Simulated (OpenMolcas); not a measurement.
**Eu2+ in KCl: curves along the breathing mode**

Eu2+ with its 6 nearest chloride ions, on the K site of KCl (a = 6.2933 Å, distance in the model lattice 3.147 Å). The rest of the host is ab initio model potentials to 7.6 Å, with orthogonalisation functions on the cations behind the ligands, and point charges beyond; the distance is set by hand and nothing relaxes, and no local charge compensation is placed. Ligand basis ANO-RCC-VDZP.

```yaml
Program: OpenMolcas 26.06
Method: CASSCF
Basis: ANO-RCC-VDZP [7s6p4d2f1g]
Scalar_Hamiltonian: DKH2, point nucleus
Active_space: 7 electrons in 7 orbitals (4f)
State_averaging: 2S+1 = 8 odd, 1 root; 2S+1 = 6 odd, 21 roots kept (CI in the orbitals of an earlier block)
Spin-orbit_coupling: RASSI with atomic mean-field integrals over the reference wave functions
```

Spin-free energies (labels of O, the rotations of Oh) in cm-1 above the lowest fitted minimum, as all ligands move together:

| R (Å) | 8A1 | 6T1 | 6A1 | 6T1(2) | 6T2 | 6A2 | 6T2(2) |
| --- | --- | --- | --- | --- | --- | --- | --- |
| 2.807 | 230 | 37220 | 39760 | 39780 | 39780 | 39830 | 39840 |
| 2.874 | 70 | 37100 | 39650 | 39660 | 39670 | 39710 | 39720 |
| 2.94 | 1110 | 38170 | 40720 | 40730 | 40740 | 40780 | 40790 |
| 3.006 | 3140 | 40230 | 42780 | 42790 | 42800 | 42830 | 42840 |
| 3.072 | 6030 | 43130 | 45690 | 45700 | 45710 | 45740 | 45750 |
| 3.138 | 9680 | 46800 | 49370 | 49370 | 49380 | 49410 | 49420 |
| 3.204 | 14060 | 51190 | 53760 | 53770 | 53770 | 53800 | 53800 |

Cubic fits give the following; the wavenumber is harmonic, with the mass of all moving ligands, small differences in it between states hang on the degree of the fit, a number in brackets counts states of one label, and the table is a selection of at most 14 states with clean curves.

| State | R0 (Å) | Breathing mode (cm-1) | Minimum (cm-1) |
| --- | --- | --- | --- |
| 8A1 | 2.847 | 206 | 0 |
| 6T1 | 2.845 | 206 | 37020 |
| 6A1 | 2.845 | 206 | 39560 |
| 6T1(2) | 2.845 | 206 | 39570 |
| 6T2 | 2.845 | 206 | 39580 |
| 6A2 | 2.845 | 206 | 39630 |
| 6T2(2) | 2.845 | 206 | 39630 |
| 6E | 2.845 | 206 | 39640 |
| 6T2(3) | 2.844 | 206 | 44430 |
| 6E(2) | 2.844 | 206 | 44470 |

For an f ion spin-orbit coupling outweighs the ligand field, so these spin-free curves are not those of observable levels.

No quartet enters the spin-orbit mixing, so the splitting and order within the octet and the sextets are unsound, and g values and χT are rough. No measured value stands beside these numbers.
